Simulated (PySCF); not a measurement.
Compound: (BeTe)2 ring, Be₂Te₂.
Geometry (PBE0-D3(BJ)/def2-SVP, Å), atoms numbered from 1 in this order:
```xyz
4
Be2Te2 angstrom
Be    -0.0326   -0.9870    0.3959
Te    -1.4584    0.5586    1.2717
Be     0.0326    0.9869   -0.3959
Te     1.4583   -0.5586   -1.2717
```

Theory: PBE0-D3(BJ)/def2-SVP geometry optimisation, gas phase, def2 core potentials past Kr in PySCF.

Task: Which atoms are bound to Be1, and at what distances?

Result: 2 atoms: Te4 2.278 Å, Te2 2.278 Å. The nearest atom not counted as bound is Be3, at 2.13 Å.

Task: What is the shape at Be1?

Result: Bent: angle 124.3°.

Task: Which atoms are bound to Te2, and at what distances?

Result: 2 atoms: Be3 2.278 Å, Be1 2.278 Å. The nearest atom not counted as bound is Te4, at 4.03 Å.

Task: What is the shape at Te2?

Result: Bent: angle 55.7°.

Task: What are the rotational constants (commonest isotopes, rigid rotor)?

Result: A = 24772, B = 479.6, C = 470.5 MHz: a near-prolate asymmetric top.

Point group: D2h (tolerance 0.08 Å). Charge 0, singlet. Stationary, but not proved a minimum.
